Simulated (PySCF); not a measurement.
## Continuum solvent and chemical shifts

Molfile (atoms numbered from 1):
```
C4H9O4P
     RDKit          3D

 18 18  0  0  0  0  0  0  0  0999 V2000
    2.7107    1.1632    0.7877 C   0  0  0  0  0  0  0  0  0  0  0  0
    1.3844    0.6615    0.6996 O   0  0  0  0  0  0  0  0  0  0  0  0
    1.0183   -0.5664   -0.2630 P   0  0  1  0  0  5  0  0  0  0  0  0
    2.1718   -1.1819   -0.9353 O   0  0  0  0  0  0  0  0  0  0  0  0
    0.0759   -1.4786    0.6892 O   0  0  0  0  0  0  0  0  0  0  0  0
   -1.2303   -1.6055    0.1503 C   0  0  0  0  0  0  0  0  0  0  0  0
   -1.4627   -0.3347   -0.6805 C   0  0  1  0  0  0  0  0  0  0  0  0
   -1.9834    0.8363    0.1256 C   0  0  0  0  0  0  0  0  0  0  0  0
   -0.1744   -0.0359   -1.2232 O   0  0  0  0  0  0  0  0  0  0  0  0
    3.0512    1.0802    1.8298 H   0  0  0  0  0  0  0  0  0  0  0  0
    3.3844    0.5917    0.1332 H   0  0  0  0  0  0  0  0  0  0  0  0
    2.7097    2.2215    0.4897 H   0  0  0  0  0  0  0  0  0  0  0  0
   -1.2848   -2.5105   -0.4776 H   0  0  0  0  0  0  0  0  0  0  0  0
   -1.9452   -1.7000    0.9795 H   0  0  0  0  0  0  0  0  0  0  0  0
   -2.1258   -0.5461   -1.5328 H   0  0  0  0  0  0  0  0  0  0  0  0
   -1.9902    1.7449   -0.4922 H   0  0  0  0  0  0  0  0  0  0  0  0
   -3.0097    0.6399    0.4708 H   0  0  0  0  0  0  0  0  0  0  0  0
   -1.3437    1.0192    1.0020 H   0  0  0  0  0  0  0  0  0  0  0  0
  1  2  1  0
  3  2  1  1
  3  4  2  0
  3  5  1  0
  5  6  1  0
  6  7  1  0
  7  8  1  0
  7  9  1  0
  9  3  1  0
  1 10  1  0
  1 11  1  0
  1 12  1  0
  6 13  1  0
  6 14  1  0
  7 15  1  6
  8 16  1  0
  8 17  1  0
  8 18  1  0
M  END
```

GIAO PBE0/pcSseg-1 in PySCF on one PBE0-D3(BJ)/def2-SVP conformer, non-relativistic, equivalent nuclei averaged. Solvents enter as an IEF-PCM continuum (benzene with ε = 2.3, chloroform with ε = 4.7) around the gas-phase geometry. Shifts are referred to TMS computed in the same medium.

Gas phase, δ in ppm: C7 74.4, C6 71.4, C1 55.1, C8 21.3, H13 4.15, H15 4.11, H10/H11/H12 3.93, H14 3.60, H16/H17/H18 1.30. Dipole moment 3.86 D.

Q: How does each δ change in the continuum?

A: 
```tsv
atoms	environment	Δδ, benzene	Δδ, chloroform
C7	sp3 CH bonded to O	+1.0	+1.6
C6	sp3 CH2 bonded to O	+0.7	+1.1
C1	methyl carbon bonded to O	+0.7	+1.1
C8	methyl carbon	+0.2	+0.4
H13	hydrogen on an sp3 CH2 bonded to O	+0.10	+0.15
H15	hydrogen on an sp3 CH bonded to O	+0.15	+0.25
H10/H11/H12	hydrogen on a methyl carbon bonded to O	+0.05	+0.07
H14	hydrogen on an sp3 CH2 bonded to O	+0.15	+0.24
H16/H17/H18	hydrogen on a methyl carbon	+0.03	+0.04
```

Changes are relative to the gas phase. The dipole moment becomes 4.33 D in benzene, 4.60 D in chloroform.

Q: Which nuclei move most (in ppm), and what does the model miss?

A: C7 (sp3 CH bonded to O, +1.6 ppm) in chloroform. A continuum only polarises the solute; specific hydrogen bonds, the anisotropy of aromatic solvents and changes of geometry or conformer are outside it.
